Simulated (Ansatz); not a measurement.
A nudged elastic band was laid between two geometries of Cl2H2OSi (6 atoms, charge 0, multiplicity 1).

All numbers below come from RKS PBE0-D4/def2-SVP (Ansatz 0.2.0).

```yaml
movable_images: 5
climbing_image: yes
spring: 5.0 eV/Å²
optimiser: quadratic models (default)
start_path: through a guess of the saddle point
force_threshold: 0.03 eV/Å
iteration_limit: 60
end_points: relaxed
```

First end point:

```xyz
6
Properties=species:S:1:pos:R:3
Si 0.028 -0.054 0.313
H 0.000 -0.090 1.785
Cl 1.962 0.152 -0.351
O -0.898 1.213 -0.165
H -1.014 1.371 -1.107
Cl -0.694 -1.819 -0.456
```

Last end point:

```xyz
6
Properties=species:S:1:pos:R:3
Si -1.149 -0.315 0.390
H 1.816 0.452 1.889
Cl 1.970 -0.111 0.741
O -1.264 1.152 -0.378
H -1.142 1.188 -1.336
Cl -0.848 -1.594 -1.286
```

Q: Which bonds break or form, and what moves?

A: Bonds broken: Si1–H2, Si1–Cl3. Bonds formed: H2–Cl3. Cl2H2OSi becomes ClH + ClHOSi.

Q: Give the energies along the band, and the barrier.

A: It converged. The highest image is number 3 of 0 to 6, 2.93 eV above the first end and 0.59 eV above the last; the last end lies 2.33 eV above the first. Neighbouring images differ by up to 1.5 eV, so the band resolves the path poorly. A vibrational analysis at the climbing image gives one clearly imaginary mode, 917i cm⁻¹: a first-order saddle point. The orbitals stay closed-shell, which can raise the energy where a bond breaks towards radicals; this wasn't checked here.

| image | path coordinate (Å) | energy (eV) | Si1–H2 (Å) | Si1–Cl3 (Å) | H2–Cl3 (Å) |
| --- | --- | --- | --- | --- | --- |
| 0 | 0.00 | 0.00 | 1.47 | 2.06 | 2.91 |
| 1 | 0.50 | 0.27 | 1.46 | 2.07 | 2.55 |
| 2 | 1.00 | 1.73 | 1.46 | 2.23 | 2.04 |
| 3 | 1.49 | 2.93 | 1.62 | 2.55 | 1.62 |
| 4 | 2.11 | 2.44 | 2.25 | 3.05 | 1.31 |
| 5 | 2.73 | 2.35 | 2.95 | 3.17 | 1.29 |
| 6 | 3.35 | 2.33 | 3.41 | 3.15 | 1.29 |

Q: What is the geometry of the highest image?

A: 
```xyz
6
Properties=species:S:1:pos:R:3
Si -0.468 -0.055 0.519
H 0.897 0.006 1.383
Cl 2.067 0.048 0.270
O -1.000 1.274 -0.283
H -1.198 1.209 -1.226
Cl -0.915 -1.709 -0.643
```

Time of the run: 3.7 min on 1 thread of Arm Neoverse V1, with other jobs on the host, peak memory 0.16 GiB.
